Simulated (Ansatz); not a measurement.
`BSC#C` + `[NH2][SnH3]` → `C#C[NH][SnH3]` + `BS` at 700 K and 1 bar (substitution at a C–S bond).

Isolated molecules relaxed with PBE0-D4/def2-TZVP in Ansatz; ΔE leaves out vibrations. CCSD(T)/CBS adds triple-zeta CCSD(T) − MP2 to the extrapolated MP2 energy (def2 sets, frozen cores). This one scheme is used for every species. Elements past krypton have def2 core potentials. For Sn outer-core shells are correlated without core-valence functions, which leaves a few kJ/mol of doubt a bond.

```json
{"species": "`BSC#C`", "CCSD(T)/CBS energy (Eh)": "-500.39539", "H − E (kJ/mol)": "164.0", "S (J/(mol·K))": "364.8"}
{"species": "`[NH2][SnH3]`", "CCSD(T)/CBS energy (Eh)": "-271.71442", "H − E (kJ/mol)": "171.8", "S (J/(mol·K))": "369.2"}
{"species": "`C#C[NH][SnH3]`", "CCSD(T)/CBS energy (Eh)": "-347.74191", "H − E (kJ/mol)": "215.9", "S (J/(mol·K))": "454.1"}
{"species": "`BS`", "CCSD(T)/CBS energy (Eh)": "-424.38198", "H − E (kJ/mol)": "115.9", "S (J/(mol·K))": "297.3"}
```

H − E and S are ideal-gas, rigid-rotor, harmonic terms from PBE0-D4/def2-TZVP, for one conformer and one mirror image of each species. 1 Eh = 2625.50 kJ/mol, R = 8.31446 J/(mol·K).

Task: By hand: ΔE, ΔH, ΔS and ΔG.

Result: ΔE = (-347.74191) + (-424.38198) − (-500.39539) − (-271.71442) = -0.01408 Eh = -37.0 kJ/mol. Δ(H − E) = 215.9 + 115.9 − 164.0 − 171.8 = -4.0, so ΔH = -41.0 kJ/mol. ΔS = 454.1 + 297.3 − 364.8 − 369.2 = 17.4 J/(mol·K). ΔG = -41.0 − 700 × (17.4)/1000 = -53.2 kJ/mol.

Task: By hand: the equilibrium constant, and the temperature at which ΔG would vanish if ΔH and ΔS stayed fixed.

Result: log₁₀ K = −ΔG/(RT ln 10) = 4.0. ΔH and −TΔS have one sign here, so there is no such temperature.

ΔH outweighs TΔS. A doubt of 5 kJ/mol in ΔE shifts log₁₀ K by 0.4 here. Other conformers and mirror images would add mixing entropy, several J/(mol·K) or more a flexible species. These are equilibria of isolated gas molecules and say nothing of rates. Largest T1 diagnostic: 0.015 (customary marks: 0.02 for closed shells, 0.045 for open ones).
